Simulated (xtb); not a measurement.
OY (SMILES [O]=[Y]), doublet, geometry from GFN2-xTB (such geometries of metal compounds can be far from the true shape); xtb with GFN2-xTB.

Here is a job for xtb.
```
$ xtb mol.xyz --gfn 2 --uhf 1 --etemp 10000 --json

# file mol.xyz
2

Y     -0.00000000    -0.00000000    -0.32092405
O      0.00000000     0.00000000     1.56450476
```

Problem. What does xtb print? Leave out banner, timings and long lists.

Solution. 
```
   ID    Z sym.   atoms
    1   39 Y      1
    2    8 O      2

           -------------------------------------------------
          |                Calculation Setup                |
           -------------------------------------------------

           -------------------------------------------------
          |                 G F N 2 - x T B                 |
           -------------------------------------------------

          ...................................................
          :                      SETUP                      :
          :.................................................:
          :  # basis functions                  14          :
          :  # atomic orbitals                  13          :
          :  # shells                            5          :
          :  # electrons                         9          :
          :  max. iterations                   250          :
          :  Hamiltonian                  GFN2-xTB          :
          :  restarted?                      false          :
          :  GBSA solvation                  false          :
          :  PC potential                    false          :
          :  electronic temp.        10000.0000000     K    :
          :  accuracy                    1.0000000          :
          :  -> integral cutoff          0.2500000E+02      :
          :  -> integral neglect         0.1000000E-07      :
          :  -> SCF convergence          0.1000000E-05 Eh   :
          :  -> wf. convergence          0.1000000E-03 e    :
          :  Broyden damping             0.4000000          :
          :  net charge                          0          :
          :  unpaired electrons                  1          :
          ...................................................

 iter      E             dE          RMSdq      gap      omega  full diag
   1      2.4932573  0.249326E+01  0.577E+01    0.00       0.0  T
   2     -4.0532759 -0.654653E+01  0.307E+01    0.00       1.0  T
   3     -4.3829536 -0.329678E+00  0.204E+01    1.36       1.0  T
   4     -4.5260436 -0.143090E+00  0.183E+01    1.84       1.0  T
   5     -4.4019893  0.124054E+00  0.210E+01    1.50       1.0  T
   6      2.4201203  0.682211E+01  0.559E+01    0.00       1.0  T
   7     -5.2737239 -0.769384E+01  0.982E+00    1.51       1.0  T
   8     -4.9613191  0.312405E+00  0.150E+01    2.22       1.0  T
   9     -5.3061853 -0.344866E+00  0.799E+00    1.82       1.0  T
  10     -5.3095695 -0.338423E-02  0.773E+00    1.78       1.0  T
  11     -5.1967820  0.112788E+00  0.731E+00    2.08       1.0  T
  12     -5.3110600 -0.114278E+00  0.303E+00    1.73       1.0  T
  13     -5.3091427  0.191729E-02  0.287E+00    1.67       1.0  T
  14     -5.3092318 -0.890931E-04  0.287E+00    1.67       1.0  T
  15     -5.3110875 -0.185572E-02  0.219E+00    1.74       1.0  T
  16     -5.3107538  0.333639E-03  0.193E+00    1.71       1.0  T
  17     -5.3032258  0.752809E-02  0.203E+00    1.63       1.0  T
  18     -5.3020282  0.119758E-02  0.193E+00    1.63       1.0  T
  19     -5.3110785 -0.905035E-02  0.569E-01    1.77       1.0  T
  20     -5.3105348  0.543751E-03  0.497E-01    1.84       1.0  T
  21     -5.3109055 -0.370720E-03  0.334E-01    1.83       1.0  T
  22     -5.3112772 -0.371663E-03  0.320E-02    1.80       2.2  T
  23     -5.3112673  0.989668E-05  0.612E-02    1.80       1.2  T
  24     -5.3112773 -0.100227E-04  0.205E-02    1.80       3.5  T
  25     -5.3112778 -0.472817E-06  0.165E-02    1.80       4.3  T
  26     -5.3112786 -0.860619E-06  0.412E-03    1.80      17.2  T
  27     -5.3112787 -0.530838E-07  0.539E-04    1.80     131.1  T
  28     -5.3112787 -0.928049E-09  0.135E-05    1.80    5233.1  T

   *** convergence criteria satisfied after 28 iterations ***

         :::::::::::::::::::::::::::::::::::::::::::::::::::::
         ::                     SUMMARY                     ::
         :::::::::::::::::::::::::::::::::::::::::::::::::::::
         :: total energy              -5.304406283818 Eh    ::
         :: gradient norm              0.033588220513 Eh/a0 ::
         :: HOMO-LUMO gap              1.800209859813 eV    ::
         ::.................................................::
         :: SCC energy                -5.311278668692 Eh    ::
         :: -> isotropic ES            0.012165055088 Eh    ::
         :: -> anisotropic ES          0.004479068775 Eh    ::
         :: -> anisotropic XC         -0.001626930954 Eh    ::
         :: -> dispersion             -0.000856012021 Eh    ::
         :: repulsion energy           0.006872384874 Eh    ::
         :: add. restraining           0.000000000000 Eh    ::
         :: total charge              -0.000000000016 e     ::
         :::::::::::::::::::::::::::::::::::::::::::::::::::::

           -------------------------------------------------
          |                Property Printout                |
           -------------------------------------------------

    * Orbital Energies and Occupations

         #    Occupation            Energy/Eh            Energy/eV
      -------------------------------------------------------------
         1        1.9998           -0.6769614             -18.4211
         2        1.9482           -0.4983906             -13.5619
         3        1.7467           -0.4435542             -12.0697
         4        1.7467           -0.4435542             -12.0697
         5        0.8215           -0.3647708              -9.9259 (HOMO)
         6        0.1791           -0.2986143              -8.1257 (LUMO)
         7        0.1791           -0.2986143              -8.1257
         8        0.1559           -0.2936912              -7.9917
         9        0.1559           -0.2936912              -7.9917
        10        0.0673           -0.2650963              -7.2136
        11        0.0000           -0.0068910              -0.1875
        12        0.0000           -0.0068910              -0.1875
        13                          0.2579795               7.0200
      -------------------------------------------------------------
                  HL-Gap            0.0661565 Eh            1.8002 eV
             Fermi-level           -0.3774530 Eh          -10.2710 eV

     #   Z          covCN         q      C6AA      α(0)
     1  39 Y        0.689     0.352  2166.124   148.147
     2   8 O        0.689    -0.352    20.812     6.112

 Mol. C6AA /au·bohr⁶  :       2507.922715
 Mol. C8AA /au·bohr⁸  :     433330.822874
 Mol. α(0) /au        :        154.258970

Wiberg/Mayer (AO) data.
largest (>0.10) Wiberg bond orders for each atom

 ---------------------------------------------------------------------------
     #   Z sym  total        # sym  WBO       # sym  WBO       # sym  WBO
 ---------------------------------------------------------------------------
     1  39 Y    1.074 --     2 O    1.074
     2   8 O    1.074 --     1 Y    1.074
 ---------------------------------------------------------------------------

Topologies differ in total number of bonds
Writing topology from bond orders to xtbtopo.mol

molecular dipole:
                 x           y           z       tot (Debye)
 q only:        0.000       0.000      -1.254
   full:        0.000       0.000      -1.694       4.305
molecular quadrupole (traceless):
                xx          xy          yy          xz          yz          zz
 q only:        1.474       0.000       1.474       0.000       0.000      -2.948
  q+dip:        1.852       0.000       1.852       0.000       0.000      -3.703
   full:        2.741      -0.000       2.741       0.000       0.000      -5.481

           -------------------------------------------------
          | TOTAL ENERGY               -5.304406283818 Eh   |
          | GRADIENT NORM               0.033588220513 Eh/α |
          | HOMO-LUMO GAP               1.800209859813 eV   |
           -------------------------------------------------

normal termination of xtb
```
